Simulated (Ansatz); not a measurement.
A run for Ansatz (a quantum-chemistry and plane-wave program): R-CCSD(T)/cc-pVTZ on GaH (SMILES [GaH]).

Ansatz 0.2 input:
```yaml
crystal:
  periodic: [false, false, false]
  atoms:
    - {symbol: Ga, position_ang: [-0.00986044, -0.01982806, -0.84424677]}
    - {symbol: H, position_ang: [0.00986044, 0.01982806, 0.84424677]}
basis:
  gaussian:
    orbitals: cc-pVTZ
magnetization: {spin_polarized: false}
correlation: {method: ccsd_t, electrons: outside_noble_gas}
scf: {lower_state_search: off}
```

Program output:

```
WARN ansatz: RAYON_NUM_THREADS=1 ignored (pool sized by the plan → 1); use --threads N
Functional definition: HF
these checks for a lower state are left out or cut short: stability, starts, cluster_reference, orbital_swaps, neighbouring_geometries, increment
integrals: 0.02 GiB planned
361 factors; integrals over basis functions are off by at most 1.0e-3 eV
mean field: 0.08 GiB planned
mean field evaluation 1: about -52349.9653 eV, gradient 6.9e0 eV
mean field evaluation 2: about -52349.9660 eV, gradient 6.9e0 eV
mean field evaluation 4: about -52350.2811 eV, gradient 6.9e-1 eV
mean field evaluation 8: about -52350.2842 eV, gradient 7.4e-4 eV
mean field -52350.28417900 eV, -1923.8374592810 hartree, gradient 3.6e-6 eV, S^2 0.000000; 0 other end points of the search recorded, 0 dependent functions left out
14 core orbitals not correlated
reference -52350.28417900 eV, -1923.8374592810 hartree; 2, 2 occupied and 41, 41 virtual orbitals, 361 factors
second order -1.61343744 eV of doubles, -0.00000000 eV of singles
coupled cluster: 0.06 GiB planned
cycle   1  -1.93939434 eV  change   -3.3e-1 eV  update   5.9e-2
cycle   2  -2.11552159 eV  change   -1.8e-1 eV  update   2.6e-2
cycle   3  -2.12234875 eV  change   -6.8e-3 eV  update   6.0e-3
cycle   4  -2.12285827 eV  change   -5.1e-4 eV  update   1.5e-3
cycle   5  -2.12245450 eV  change    4.0e-4 eV  update   4.5e-4
cycle   6  -2.12236774 eV  change    8.7e-5 eV  update   1.5e-4
cycle   7  -2.12244221 eV  change   -7.4e-5 eV  update   4.1e-5
cycle   8  -2.12243462 eV  change    7.6e-6 eV  update   9.9e-6
cycle   9  -2.12243135 eV  change    3.3e-6 eV  update   2.5e-6
perturbative correction -0.03406120 eV, -0.0012517259 hartree
Total energy: -52352.44067154 eV, -1923.9167089204 hartree
Checks for a lower state left out: stability, starts, cluster_reference, orbital_swaps, neighbouring_geometries, increment
```

The calculation finished and met its thresholds.

Cost: very roughly 0.5 core-seconds.
